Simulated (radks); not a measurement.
The numbers below are computed, except where a source is named.
All-electron atom: neutral germanium in [Ar] 3d10 4s2 4p1 5p1 (not the ground configuration). Code: a radial shooting solver on a logarithmic mesh with Libxc functionals. Model: Dirac Kohn-Sham, PBEsol, spin-unpolarised, spherical densities, finite nucleus; open shells fill j = l - 1/2 first; Fermi nuclear charge, rms radius 4.0742 fm. Some entries of the table are withheld. Estimate them.

orbital,occ.,eigenvalue (eV),r(max) (bohr)
1s1/2,2,-10954.10,0.03074
2s1/2,2,-1375.518,(1)
2p1/2,2,-1224.457,0.1392
2p3/2,4,-1192.624,0.1422
3s1/2,2,(2),0.5428
3p1/2,2,(3),0.5377
3p3/2,4,(4),0.5461
3d3/2,4,-35.0867,0.5013
3d5/2,6,-34.5007,0.5042
4s1/2,2,-16.3879,(5)
4p1/2,1,-7.9775,(6)
4p3/2,0,-7.7355,(7)
5p1/2,1,-1.1811,(8)
5p3/2,0,-1.1641,(9)

Answer. 
(1) 2s1/2 r(max) (bohr): 0.1762
(2) 3s1/2 eigenvalue (eV): -173.5035
(3) 3p1/2 eigenvalue (eV): -123.7216
(4) 3p3/2 eigenvalue (eV): -119.4432
(5) 4s1/2 r(max) (bohr): 1.714
(6) 4p1/2 r(max) (bohr): 2.069
(7) 4p3/2 r(max) (bohr): 2.103
(8) 5p1/2 r(max) (bohr): 8.057
(9) 5p3/2 r(max) (bohr): 8.131
